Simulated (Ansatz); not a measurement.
Spectroscopic constants of AsP, closed-shell singlet (the spin of the measured ground state). No spin–orbit coupling. As is treated without relativity.

Seven points along R, fitted to fifth degree in 1/R; most abundant isotopes. Runs in def2 and cc sets follow the lowest solution found near the PBE0 minimum. The singlet is held restricted.

Correlated levels freeze the inner cores; with def2 sets outer-core shells near the valence are correlated too. CBS(a, b) extrapolates the correlation energy as X⁻³ and adds the Hartree–Fock energy of set b.

Codes used: Ansatz (Gaussian basis) for Hartree–Fock, density functionals and correlated methods. Each number belongs to the level named beside it.

Doubts at one or more of the structures used: a restricted determinant that unrestricted orbitals would lower (CCSD(T)/def2-TZVPP, CCSD(T)/def2-QZVPP, CCSD(T)/CBS(def2-TZVPP, def2-QZVPP)).

Quantity: ω_e, from seven points a level.

Costs are ratios of core time to PBE/def2-TZVPP (roughly 6 s), for whole runs (searches for the state included, and forces where a run took them) on one shared machine, so rough; each error counts from the measured 604.02 cm⁻¹ [Huber and Herzberg (1979), NIST Chemistry WebBook].

| level | basis functions | cost |
|---|---|---|
| SVWN5/def2-TZVPP | 90 | ×0.8 |
| PBE/def2-TZVPP | 90 | ×1 |
| PBE0/def2-TZVPP | 90 | ×1 |
| r2SCAN/def2-TZVPP | 90 | ×1 |
| CAM-B3LYP/def2-TZVPP | 90 | ×2 |
| B2PLYP/def2-TZVPP | 90 | ×2 |
| B97M-V/def2-TZVPP | 90 | ×2 |
| wB97X-V/def2-TZVPP | 90 | ×4 |
| wB97M-V/def2-TZVPP | 90 | ×4 |
| CCSD(T)/def2-TZVPP | 90 | ×4 |
| CCSD(T)/def2-QZVPP | 159 | ×20 |
| CCSD(T)/CBS(def2-TZVPP, def2-QZVPP) | - | ×20 |

**Question.** Which is the cheapest listed level whose error stays within 6 cm⁻¹?

**Answer.** PBE/def2-TZVPP (5 cm⁻¹, cost ×1).

**Question.** With a budget of 10 times the cost of PBE/def2-TZVPP, which level comes closest?

**Answer.** CCSD(T)/def2-TZVPP, at 1 cm⁻¹; next is PBE/def2-TZVPP at 5 cm⁻¹.

**Question.** What does the step from CCSD(T)/def2-TZVPP to CCSD(T)/def2-QZVPP cost and buy?

**Answer.** 90 to 159 functions, cost ×4 (rough); the error goes from 1 to 9 cm⁻¹.

Each error (cm⁻¹): SVWN5/def2-TZVPP 20; PBE/def2-TZVPP 5; PBE0/def2-TZVPP 47; r2SCAN/def2-TZVPP 32; CAM-B3LYP/def2-TZVPP 65; B2PLYP/def2-TZVPP -7; B97M-V/def2-TZVPP 42; wB97X-V/def2-TZVPP 86; wB97M-V/def2-TZVPP 74; CCSD(T)/def2-TZVPP 1; CCSD(T)/def2-QZVPP 9; CCSD(T)/CBS(def2-TZVPP, def2-QZVPP) 16.

Ansatz is a quantum-chemistry and plane-wave program.
